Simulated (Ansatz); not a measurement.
Total energies of CH2ClNOSi, SMILES `O=C=N[SiH2]Cl`.

```xyz
7

O     2.986    0.059    0.058
C     1.843   -0.146    0.048
N     0.675   -0.406    0.041
Si   -0.995   -0.094   -0.013
Cl   -1.339    1.916   -0.173
H    -1.563   -0.759   -1.201
H    -1.607   -0.571    1.241
```

Charge 0, multiplicity 1. All single points use the PBE0-D4/def2-TZVP geometry. It is one conformer, not always the lowest. Basis def2-TZVPP, Ansatz 0.2.0.

RPA on PBE orbitals: Hartree–Fock energy of these orbitals -916.91478 Eh, correlation -1.37908 Eh (frozen core).

```csv
functional,kind,energy without D4 (Eh),D4 term (kJ/mol)
B3LYP,"global hybrid, 20 %",-919.20321,-26.5
ωB97X-V,range-separated hybrid GGA with VV10,-918.99577,–
```

Q: Give the same for LDA (SPW92), PBE, revPBE, BLYP, r2SCAN, B97M-V, PBE0, r2SCANh, r2SCAN0, HSE06 (plane-wave form), BHLYP, CAM-B3LYP, LC-ωPBE, ωB97M-V, B2PLYP, PBE-QIDH. (An estimate is asked.)

A: Ansatz gave: 
```csv
functional,kind,energy without D4 (Eh),D4 term (kJ/mol)
LDA (SPW92),LDA,-915.19658,–
PBE,GGA,-918.64358,-16.4
revPBE,GGA,-918.97345,-47.8
BLYP,GGA,-919.13295,-35.8
r2SCAN,meta-GGA,-919.02640,-4.0
B97M-V,meta-GGA with VV10,-918.94562,–
PBE0,"global hybrid, 25 % exact exchange",-918.70470,-13.9
r2SCANh,"meta-GGA hybrid, 10 %",-919.01134,-4.3
r2SCAN0,"meta-GGA hybrid, 25 %",-918.98999,-4.7
HSE06 (plane-wave form),screened hybrid,-918.68273,-13.0
BHLYP,"global hybrid, 50 %",-919.07713,-20.9
CAM-B3LYP,range-separated hybrid,-919.12093,-14.2
LC-ωPBE,long-range corrected hybrid,-918.83366,–
ωB97M-V,range-separated hybrid meta-GGA with VV10,-919.07747,–
B2PLYP,double hybrid,-918.80204,–
PBE-QIDH,double hybrid,-918.51012,–
```

B3LYP takes the VWN-RPA correlation (the form of Gaussian; ORCA's B3LYP/G). HSE06 is the plane-wave form, built on full-range PBE exchange. The double hybrids freeze the cores in their second-order part.

LC-ωPBE has ω = 0.4 bohr⁻¹.
